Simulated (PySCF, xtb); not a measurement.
CBr2Cl2, SMILES ClC(Cl)(Br)Br.

Harmonic wavenumbers (cm⁻¹) from xtb with GFN2-xTB at its own minimum, in rising order: 132, 151, 192, 204, 223, 350, 545, 598, 623.

Question: What does PBE-D3(BJ)/def2-SVP run with PySCF give at its own minimum? (The exact figures need the calculation; the answer reports its results.)

Answer: 147, 167, 223, 233, 256, 373, 631, 690, 729. Paired by order, the mean absolute difference is 48 cm⁻¹ and the zero-point energies are 4.3 and 4.9 kcal/mol.
